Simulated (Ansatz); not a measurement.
Ansatz (a first-principles code) input for CH3N2S, SMILES [NH]C(N)=S (connectivity only; charge and spin as stated), charge -1, multiplicity 1, PBE/def2-SVPD. The structure is a stationary point at r2SCAN-D4/def2-SVPD. The multiplicity is an assumed one; other spin states were not compared. The isomer is the one that the SMILES or the coordinates give; other isomers of the formula were not compared. Other conformers were not sampled.

Ansatz 0.2 input:
```yaml
crystal:
  periodic: [false, false, false]
  atoms:
    - {symbol: N, position_ang: [0.91767148, -1.02184384, 0.91548884]}
    - {symbol: C, position_ang: [0.02434392, -0.32061171, 0.28185780]}
    - {symbol: N, position_ang: [-1.31762343, -0.68199272, 0.50603549]}
    - {symbol: S, position_ang: [0.25977670, 1.03459139, -0.80571238]}
    - {symbol: H, position_ang: [1.83284963, -0.63137700, 0.69529350]}
    - {symbol: H, position_ang: [-1.40798381, -1.64601983, 0.81404900]}
    - {symbol: H, position_ang: [-1.92769305, -0.42553919, -0.25976155]}
basis:
  gaussian:
    orbitals: def2-SVPD
hamiltonian:
  xc: {name: PBE}
total_charge: -1
```

Program output:

```
WARN ansatz: RAYON_NUM_THREADS=1 ignored (pool sized by the plan → 1); use --threads N
Functional definition: PBE
integrals: 0.04 GiB planned
981 factors; their error is unknown
mean field: 0.31 GiB planned
mean field evaluation 1: about -14883.7123 eV, gradient 4.2e1 eV
mean field evaluation 2: about -14868.3579 eV, gradient 9.1e1 eV
mean field evaluation 4: about -14887.4010 eV, gradient 5.9e0 eV
mean field evaluation 8: about -14887.4747 eV, gradient 2.5e-1 eV
mean field evaluation 16: about -14887.4256 eV, gradient 2.7e-4 eV
mean field -14887.42558148 eV, -547.1027990600 hartree, gradient 1.1e-5 eV, S^2 0.000000; 0 other end points of the search recorded, 0 dependent functions left out
reference -14887.42562456 eV, -547.1028006429 hartree; 20, 20 occupied and 91, 91 virtual orbitals, 981 factors
Total energy: -14887.42562456 eV, -547.1028006429 hartree
```

The run converged.

Cost: roughly 1.1 core-seconds.
